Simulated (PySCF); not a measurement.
PySCF input file for Si(F)(Me)2(SH) (C₂H₇FSSi), SMILES S[Si](C)(C)F, TPSSh-D3(BJ)/def2-SVP. Geometry optimised at TPSSh-D3(BJ)/def2-SVP. This is a generated structure with no PubChem entry under its InChIKey; it may be hypothetical. Other conformers were not sampled.

```python
import numpy as np
from pyscf import gto, scf, dft, df
from pyscf.hessian import thermo

mol = gto.M(
    atom='''
    C     1.56714237   -0.13920830   -1.25039942
    Si    0.12183673   -0.31367815   -0.08087049
    C    -1.25810469   -1.35030259   -0.79395154
    F     0.65362032   -1.03567234    1.28647966
    S    -0.58960072    1.60347058    0.61071456
    H     1.26662624    0.38870058   -2.17074336
    H     2.38146081    0.43381292   -0.78041739
    H     1.95666934   -1.12977910   -1.53943891
    H    -2.07109079   -1.47393429   -0.06176899
    H    -1.68077450   -0.87568415   -1.69515542
    H    -0.88778958   -2.34932410   -1.07912311
    H    -0.97401293    2.00028941   -0.62480983
    ''',
    basis='def2-SVP',
    charge=0,
    spin=0,
    max_memory=1600,
    verbose=3,
)
mf = dft.RKS(mol, xc='tpssh').density_fit(auxbasis='def2-universal-jkfit')
mf.disp = 'd3bj'
mf.grids.level = 4
mf.conv_tol = 1e-11
mf.max_cycle = 100
mf.kernel()

# analytic Hessian; the response equations are solved on a coarser grid
h, args, fine = mf.Hessian(), (mf.mo_energy, mf.mo_coeff, mf.mo_occ), mf.grids
h.max_memory = max(150, 2.5e-5 * df.make_auxmol(mol, mf.with_df.auxbasis).nao * mol.nelec[0] * (mol.nelec[0] + mol.nao))  # MB; small integral blocks
h1ao = h.make_h1(mf.mo_coeff, mf.mo_occ)
mf.grids = dft.Grids(mol).set(level=2).build(with_non0tab=True)
mo1, mo_e1 = h.solve_mo1(*args, h1ao)
mf.grids = fine
hess = h.hess_elec(*args, mo1, mo_e1, h1ao) + h.hess_nuc()
if mf.do_disp():
    hess += h.get_dispersion()
for i in range(mol.natm):  # the analytic DFT Hessian lacks the response of the grid: restore translational invariance
    hess[i, i] -= hess[i].sum(axis=0)
hess = (hess + hess.transpose(1, 0, 3, 2)) / 2
vib = thermo.harmonic_analysis(mol, hess, imaginary_freq=False)
thermo.dump_normal_mode(mol, vib)
th = thermo.thermo(mf, vib['freq_au'][vib['freq_au'] > 0], 298.15, 101325)
thermo.dump_thermo(mol, th)
g0 = mf.nuc_grad_method().set(verbose=0).kernel()

# dipole derivatives [dipole axis, atom, xyz] from the same response
r, irp = mol.intor('int1e_r'), mol.intor('int1e_irp').reshape(3, 3, mol.nao, mol.nao)
sl, dm0, ok = mol.aoslice_by_atom(), np.array(mf.make_rdm1()), []
dmu = np.einsum('a,xt->xat', mol.atom_charges(), np.eye(3))
for a, (_, _, p0, p1) in enumerate(sl):
    dmu[:, a] += 2 * np.einsum('xtij,ij->xt', irp[:, :, :, p0:p1], dm0.reshape(-1, mol.nao, mol.nao).sum(0)[:, p0:p1])
    for u, c, occ, f in [(mo1, mf.mo_coeff, mf.mo_occ, 4)]:
        dmu[:, a] -= f * np.einsum('tui,xuv,vi->xt', u[a], r, c[:, occ > 0], optimize=True)
L = vib['norm_mode']
ir = 974.8801 * (np.einsum('xat,kat->kx', dmu, L) ** 2).sum(1)       # km/mol
apt = np.einsum('xax->a', dmu) / 3

# polarisability derivatives from nuclear gradients in small electric fields
h0, F = mf.get_hcore(), 0.005
def in_field(f, guess):
    m = mf.copy()
    m.verbose, m.conv_tol, m.conv_tol_grad = 0, 1e-11, 2e-7
    m.get_hcore = lambda *a: h0 + np.einsum('x,xij->ij', f, r)
    m.kernel(guess)
    ok.append(m.converged)
    dm = np.array(m.make_rdm1())
    g = m.nuc_grad_method().kernel() - np.outer(mol.atom_charges(), f)
    for a, (_, _, p0, p1) in enumerate(sl):
        g[a] -= 2 * np.einsum('x,xtij,ij->t', f, irp[:, :, :, p0:p1], dm[:, p0:p1])
    return g, -np.einsum('xij,ij->x', r, dm), dm
E = np.eye(3) * F
g0, _, dm0 = in_field(np.zeros(3), dm0)
gp = [in_field(e, dm0) for e in E]
gm = [in_field(-e, 2 * dm0 - p[2]) for e, p in zip(E, gp)]
alpha = np.array([(p[1] - q[1]) / (2 * F) for p, q in zip(gp, gm)])  # bohr^3
check = abs(np.array([-(p[0] - q[0]) / (2 * F) for p, q in zip(gp, gm)]) - dmu).max()
print('static polarisability / bohr^3:', alpha.round(3))
print('largest difference of analytic and finite-field dipole derivatives / e:', check)
da = np.zeros((3, 3, mol.natm, 3))
for x in range(3):
    da[x, x] = -(gp[x][0] + gm[x][0] - 2 * g0) / F**2
for x, y in ((0, 1), (0, 2), (1, 2)):
    up, down = in_field(E[x] + E[y], gp[x][2] + gp[y][2] - dm0), in_field(-E[x] - E[y], gm[x][2] + gm[y][2] - dm0)
    both = -(up[0] + down[0] - 2 * g0) / F**2
    da[x, y] = da[y, x] = (both - da[x, x] - da[y, y]) / 2
aq = np.einsum('xyat,kat->kxy', da, L) * 0.529177210903**2           # A^2/amu^1/2
a = np.einsum('kxx->k', aq) / 3
g2 = 1.5 * (aq**2).sum((1, 2)) - 4.5 * a**2
raman, depol = 45 * a**2 + 7 * g2, 3 * g2 / (45 * a**2 + 4 * g2 + 1e-12)
print('mode   freq/cm-1   IR/(km/mol)   Raman/(A^4/amu)   depolarisation')
for k, w in enumerate(vib['freq_wavenumber']):
    print(f'{k + 1:4d} {w:11.2f} {ir[k]:13.3f} {raman[k]:17.3f} {depol[k]:16.3f}')
print('max |gradient| / (hartree/bohr):', abs(g0).max())
print('APT charges:', apt.round(4))
```

It prints:

```
converged SCF energy = -867.770645813705

WARN: MGGA Hessian is sensitive to dft grids. grids.level 4 may not be dense enough.


WARN: DFTD3 does not support analytical Hessian, using finite difference


WARN: Mole.unit (angstrom) is changed to Bohr

Mode                                 0                   1                   2
Irrep
Freq [cm^-1]                       53.2134            146.8658            158.0518
Reduced mass [au]                   1.1042              1.0495              1.1581
Force const [Dyne/A]                0.0018              0.0133              0.0170
Char temp [K]                      76.5622            211.3072            227.4014
Normal mode                   x     y     z       x     y     z       x     y     z
       0   C                 0.03 -0.05  0.02   -0.02  0.03 -0.01   -0.02 -0.03 -0.03
       1  Si                 0.01  0.00 -0.00   -0.01 -0.00  0.00   -0.01  0.01 -0.01
       2   C                -0.02  0.05 -0.02    0.01 -0.04  0.01    0.03 -0.01 -0.04
       3   F                 0.02  0.01 -0.00   -0.00 -0.00  0.00   -0.01  0.03  0.00
       4   S                -0.00  0.00 -0.00    0.01  0.00 -0.00    0.01 -0.00  0.04
       5   H                 0.06 -0.02  0.02    0.06  0.39  0.17   -0.12 -0.38 -0.20
       6   H                 0.04 -0.08  0.03    0.12 -0.28  0.14   -0.13  0.26 -0.21
       7   H                -0.00 -0.06  0.01   -0.23  0.05 -0.34    0.17 -0.05  0.27
       8   H                -0.04  0.09 -0.04   -0.16  0.26 -0.14   -0.16  0.25 -0.20
       9   H                 0.02  0.05 -0.04    0.27 -0.25 -0.23    0.29 -0.20 -0.26
      10   H                -0.05  0.04  0.00   -0.03 -0.16  0.38   -0.00 -0.12  0.30
      11   H                -0.84 -0.37  0.14    0.01  0.00 -0.00   -0.01  0.05  0.06
Mode                                 3                   4                   5
Irrep
Freq [cm^-1]                      178.5125            179.2348            217.2441
Reduced mass [au]                   2.7285              2.5767              2.6874
Force const [Dyne/A]                0.0512              0.0488              0.0747
Char temp [K]                     256.8397            257.8790            312.5659
Normal mode                   x     y     z       x     y     z       x     y     z
       0   C                -0.03  0.13  0.03   -0.05 -0.03 -0.04    0.09 -0.02  0.06
       1  Si                -0.02 -0.02  0.01   -0.03  0.01 -0.01   -0.02  0.03 -0.08
       2   C                -0.00 -0.06  0.03    0.08 -0.09 -0.06   -0.03 -0.07  0.08
       3   F                -0.04 -0.08 -0.01   -0.07  0.07  0.04   -0.03  0.03 -0.08
       4   S                 0.06  0.03 -0.04    0.05  0.01  0.04    0.01  0.00  0.04
       5   H                -0.12  0.04  0.01   -0.06  0.04  0.00    0.28 -0.02 -0.01
       6   H                -0.16  0.32  0.03    0.02 -0.12 -0.06    0.03 -0.05  0.19
       7   H                 0.19  0.20  0.07   -0.14 -0.04 -0.12    0.10 -0.04  0.15
       8   H                 0.01 -0.08  0.04    0.12 -0.35 -0.05    0.06 -0.03  0.19
       9   H                -0.03 -0.12  0.01   -0.04 -0.07  0.00   -0.17 -0.21  0.06
      10   H                 0.05 -0.06  0.07    0.26  0.01 -0.20    0.00 -0.08  0.17
      11   H                -0.21 -0.14 -0.01   -0.16  0.02  0.11   -0.04  0.12  0.09
Mode                                 6                   7                   8
Irrep
Freq [cm^-1]                      244.6194            269.6497            475.9307
Reduced mass [au]                   4.9583              4.3143              5.9611
Force const [Dyne/A]                0.1748              0.1848              0.7955
Char temp [K]                     351.9528            387.9659            684.7583
Normal mode                   x     y     z       x     y     z       x     y     z
       0   C                -0.02 -0.07  0.01    0.03  0.00 -0.09    0.06 -0.01 -0.05
       1  Si                -0.01  0.05  0.04    0.08  0.03 -0.01    0.03 -0.09 -0.03
       2   C                 0.07 -0.03  0.00    0.05  0.03  0.08   -0.05 -0.05 -0.03
       3   F                 0.04 -0.11 -0.06   -0.12 -0.05  0.02    0.01 -0.01  0.04
       4   S                -0.04  0.08  0.00   -0.03 -0.01  0.00   -0.04  0.10  0.03
       5   H                 0.03 -0.11 -0.03   -0.09 -0.01 -0.06   -0.00  0.04 -0.00
       6   H                 0.05 -0.13 -0.04    0.10  0.01 -0.22    0.02  0.04 -0.03
       7   H                -0.14 -0.14  0.09   -0.02 -0.00 -0.13    0.15  0.05 -0.13
       8   H                 0.05 -0.13 -0.04    0.13  0.09  0.18   -0.05  0.02 -0.02
       9   H                 0.05 -0.10 -0.03   -0.05 -0.05  0.09   -0.03  0.03 -0.00
      10   H                 0.21  0.01  0.03    0.01  0.00  0.14   -0.16 -0.08 -0.08
      11   H                 0.00 -0.01 -0.04   -0.08 -0.03  0.01   -0.07  0.18  0.07
Mode                                 9                  10                  11
Irrep
[...]
      11   H                 0.00 -0.00 -0.00   -0.00 -0.00  0.00    0.01  0.00 -0.00
Mode                                21                  22                  23
Irrep
Freq [cm^-1]                     1449.3146           1454.9700           2680.2311
Reduced mass [au]                   1.0467              1.0473              1.0380
Force const [Dyne/A]                1.2953              1.3063              4.3934
Char temp [K]                    2085.2410           2093.3778           3856.2559
Normal mode                   x     y     z       x     y     z       x     y     z
       0   C                -0.02 -0.02 -0.03    0.02 -0.03  0.02    0.00 -0.00  0.00
       1  Si                 0.00 -0.00 -0.01    0.00 -0.01  0.00   -0.00  0.00 -0.00
       2   C                 0.02 -0.00 -0.03    0.02 -0.03  0.02    0.00 -0.00  0.00
       3   F                -0.00  0.00  0.00   -0.00  0.00  0.00    0.00 -0.00  0.00
       4   S                 0.00 -0.00  0.00   -0.00 -0.00 -0.00   -0.01  0.01 -0.03
       5   H                -0.00  0.40  0.22    0.27  0.17  0.04   -0.00  0.00 -0.00
       6   H                 0.11 -0.02 -0.24   -0.20  0.43 -0.17    0.00  0.00 -0.00
       7   H                 0.18 -0.06  0.40   -0.31 -0.12 -0.09    0.00 -0.00  0.00
       8   H                -0.12 -0.12 -0.20   -0.22  0.42 -0.17   -0.00  0.00 -0.00
       9   H                -0.23  0.31  0.25   -0.29 -0.07  0.13   -0.00  0.00 -0.00
      10   H                 0.04 -0.12  0.42    0.27  0.13 -0.19   -0.00 -0.00  0.00
      11   H                 0.00 -0.01 -0.00   -0.00  0.01  0.00    0.28 -0.30  0.89
Mode                                24                  25                  26
Irrep
Freq [cm^-1]                     3028.5221           3030.3425           3117.3610
Reduced mass [au]                   1.0360              1.0358              1.1013
Force const [Dyne/A]                5.5985              5.6043              6.3054
Char temp [K]                    4357.3690           4359.9881           4485.1884
Normal mode                   x     y     z       x     y     z       x     y     z
       0   C                 0.02 -0.00 -0.02   -0.02  0.00  0.03   -0.02  0.05 -0.02
       1  Si                -0.00 -0.00  0.00    0.00 -0.00 -0.00   -0.00 -0.00  0.00
       2   C                 0.02  0.02  0.02    0.02  0.02  0.02    0.03 -0.05  0.02
       3   F                 0.00  0.00 -0.00    0.00 -0.00  0.00   -0.00 -0.00  0.00
       4   S                 0.00  0.00 -0.00   -0.00  0.00  0.00   -0.00  0.00  0.00
       5   H                 0.12 -0.20  0.34   -0.12  0.20 -0.34    0.13 -0.22  0.40
       6   H                -0.25 -0.18 -0.16    0.26  0.19  0.16    0.00  0.01 -0.00
       7   H                -0.15  0.39  0.11    0.15 -0.40 -0.11    0.16 -0.40 -0.12
       8   H                -0.25 -0.03  0.24   -0.25 -0.03  0.24    0.01 -0.01 -0.00
       9   H                -0.16  0.19 -0.34   -0.15  0.18 -0.33   -0.19  0.21 -0.41
      10   H                 0.16 -0.39 -0.11    0.15 -0.39 -0.11   -0.16  0.43  0.13
      11   H                -0.00 -0.00  0.00   -0.00  0.00 -0.00    0.00  0.00 -0.00
Mode                                27                  28                  29
Irrep
Freq [cm^-1]                     3119.6501           3136.1256           3136.2334
Reduced mass [au]                   1.1009              1.1017              1.1019
Force const [Dyne/A]                6.3124              6.3844              6.3857
Char temp [K]                    4488.4820           4512.1865           4512.3416
Normal mode                   x     y     z       x     y     z       x     y     z
       0   C                -0.03  0.05 -0.02    0.05  0.05  0.06    0.01  0.01  0.01
       1  Si                -0.00  0.00 -0.00    0.00  0.00  0.00   -0.00  0.00  0.00
       2   C                -0.03  0.05 -0.02    0.01 -0.00 -0.01   -0.05  0.01  0.07
       3   F                 0.00 -0.00  0.00   -0.00 -0.00 -0.00    0.00 -0.00 -0.00
       4   S                 0.00 -0.00 -0.00   -0.00 -0.00 -0.00    0.00 -0.00 -0.00
       5   H                 0.13 -0.24  0.42   -0.08  0.16 -0.25   -0.02  0.03 -0.05
       6   H                 0.00  0.02  0.00   -0.60 -0.42 -0.34   -0.12 -0.08 -0.07
       7   H                 0.17 -0.42 -0.13    0.13 -0.31 -0.08    0.03 -0.07 -0.02
       8   H                -0.02  0.01  0.00   -0.12 -0.02  0.11    0.60  0.09 -0.53
       9   H                 0.18 -0.20  0.39    0.03 -0.03  0.05   -0.13  0.14 -0.24
      10   H                 0.15 -0.40 -0.12   -0.02  0.06  0.01    0.11 -0.32 -0.08
      11   H                 0.00 -0.00  0.00   -0.00  0.00 -0.00   -0.00  0.00 -0.00
temperature 298.1500 [K]
pressure 101325.00 [Pa]
Rotational constants [GHz] 3.32306 2.18561 2.10769
Symmetry number 1
Zero-point energy (ZPE) 0.08593 [Eh]   225596.353 [J/mol]
                           tot       elec      trans        rot        vib
Entropy [J/mol/K]       377.552      0.000    167.394    114.820     95.339
Cv [J/mol/K]            118.887      0.000     12.472     12.472     93.944
Cp [J/mol/K]            127.201      0.000     20.786     12.472     93.944
Internal energy [J/mol]                      3718.434   3718.434 240814.839
Internal energy [Eh]   -867.67609  -867.77065
Enthalpy [J/mol]                             6197.391   3718.434 240814.839
Enthalpy [Eh]          -867.67515
Gibbs free energy [J/mol]                  -43711.080 -30515.059 212389.650
Gibbs free energy [Eh] -867.71802
static polarisability / bohr^3: [[55.918 -2.729 -2.205]
 [-2.729 63.197  4.902]
 [-2.202  4.897 54.17 ]]
largest difference of analytic and finite-field dipole derivatives / e: 0.00086888003338359
mode   freq/cm-1   IR/(km/mol)   Raman/(A^4/amu)   depolarisation
   1       53.21        17.200             7.405            0.750
   2      146.87         0.016             0.211            0.750
   3      158.05         0.266             0.242            0.665
   4      178.51         3.760             1.700            0.743
   5      179.23         1.903             1.434            0.725
   6      217.24         1.784             1.308            0.352
   7      244.62         7.668             1.623            0.643
   8      269.65        15.679             1.836            0.750
   9      475.93        34.986            13.546            0.092
  10      650.88        15.719            12.707            0.246
  11      690.43         1.565             3.402            0.750
  12      724.87        60.054             7.026            0.552
  13      739.98         0.218             1.412            0.750
  14      793.69        11.693             2.431            0.746
  15      801.86       125.988             0.465            0.750
  16      854.36       148.170             1.136            0.420
  17      925.43       131.501             0.369            0.282
  18     1285.70        33.754             1.011            0.750
  19     1289.70        18.277             0.362            0.509
  20     1441.75         0.086            21.813            0.750
  21     1442.05         1.380             0.817            0.750
  22     1449.31         3.353            23.051            0.748
  23     1454.97         7.814             0.781            0.687
  24     2680.23         1.570           100.246            0.307
  25     3028.52         1.483             1.684            0.732
  26     3030.34         4.045           284.575            0.006
  27     3117.36         0.055            19.588            0.750
  28     3119.65        12.849           155.801            0.715
  29     3136.13         2.560            79.443            0.740
  30     3136.23         3.815           101.283            0.733
max |gradient| / (hartree/bohr): 3.6791961721572246e-05
APT charges: [-0.3932  1.7412 -0.3934 -0.6468 -0.4621  0.022   0.0231  0.0055  0.0232
  0.022   0.0057  0.0527]
```

The run converged.

Cost: about 14 core-minutes (a rough figure).
